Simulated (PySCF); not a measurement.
**From computed data to an observable: oscillator strength and radiative lifetime**

GeH2F2, SMILES [F][GeH2][F].

Geometry: ωB97X-D3(BJ)/def2-TZVP.

PySCF 2.14.0 with TDA-PBE0/def2-SVPD puts the first singlet state with f over 0.02 at 9.34 eV (vertical), with the transition dipole (0.000, 1.111, 0.000) in atomic units.

Question: Find the oscillator strength, the wavelength and the radiative lifetime that this transition would have in vacuum if emission retraced absorption.

Answer: 
|μ|² = 1.2343 au, so |μ| = 2.82 D. ΔE = 9.34/27.211 = 0.3432 hartree. f = (2/3) ΔE |μ|² = 0.282 (the program prints 0.282).
λ = 1239.84/9.34 = 133 nm; ν = 75332 cm⁻¹.
Einstein's coefficient A = 0.6670 ν² f s⁻¹ (ν in cm⁻¹) = 1.1e9 s⁻¹, so τ = 1/A = 0.94 ns. This state is S3; the lower singlets have f = 0.000, 0.000. The figure is the radiative limit of this one transition; relaxation, internal conversion, crossing to triplets and a medium change what is measured.
